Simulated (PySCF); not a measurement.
## Two-dimensional NMR puzzle

Compound of formula C₇H₁₀N₂OSi. Correlations simulated from computed shifts and the bond graph:

HSQC (one-bond C–H):
| δH | δC |
| --- | --- |
| 10.22 | 184.8 |
| 7.06 | 131.5 |
| 5.68 | 32.2 |
| 1.49 | 13.1 |
| 1.03 | 13.1 |

COSY cross peaks (H two or three bonds apart, from the bond graph; peaks can be absent where the dihedral angle is near 90°):
| δH | δH |
| --- | --- |
| 5.68 | 1.49 |
| 5.68 | 1.03 |
| 1.49 | 1.03 |

HMBC (two and three bonds, from the bond graph):
| δH | δC |
| --- | --- |
| 10.22 | 145.4, 131.5 |
| 7.06 | 184.8, 145.4, 144.6 |
| 5.68 | 145.4, 13.1 |
| 4.51 | 144.6, 131.5 |
| 1.49 | 32.2, 13.1 |
| 1.03 | 32.2, 13.1 |

Carbons without hydrogens: δ 145.4, 144.6.

[PySCF 2.14.0 with density-fitted response routines: GIAO PBE0/pcSseg-1 shieldings; GFN2-xTB structure; relativity neglected; averaged over atoms made equivalent by symmetry, fast rotation or ring inversion; a single conformation; in vacuum]

Chemical shifts δ = σref − σ; 1H and 13C against TMS, all at this level.

Exchangeable hydrogens are left out of these lists.

Which molecule is this?

Results:

`C1(C=O)=CC([SiH3])=NN1C1CC1`.

Atom-mapped SMILES (the numbers label the heavy atoms): `[O:1]=[CH:2][c:3]1[cH:4][c:5]([SiH3:6])[n:7][n:8]1[CH:9]1[CH2:10][CH2:11]1`. Hydrogens are named by the atom that carries them. Ha(C10), Ha(C11) are cis to N8 on the ring; Hb(C10), Hb(C11) are trans to N8 on the ring.

δC 184.8 is C2, an aldehyde carbonyl carbon (δH 10.22). δC 145.4 is C3, a substituted aromatic carbon next to a ring nitrogen. δC 144.6 is C5, a substituted aromatic carbon next to a ring nitrogen. δC 131.5 is C4, an aromatic CH (δH 7.06). δC 32.2 is C9, a three-membered-ring carbon (δH 5.68). δC 13.1 is C10/C11, a three-membered-ring carbon (δH 1.49, 1.03). HMBC from δH 10.22 reaches the proton-free carbon C3. HMBC from δH 7.06 reaches the proton-free carbons C3, C5. HMBC from δH 5.68 reaches the proton-free carbon C3. HMBC from δH 4.51 reaches the proton-free carbon C5. COSY links 5.68–1.49, 5.68–1.03, 1.49–1.03.

The data come from this structure; uniqueness wasn't tested.

Shifts are as computed. Against solution values, carbons near 30 ppm lie about +3 ppm off and those near 130 ppm about +5 ppm. Of 1211 compounds with measured shifts, 218 miss one by over three times the rms of a fit or turn the order of signals round; such compounds aren't used in these exercises.
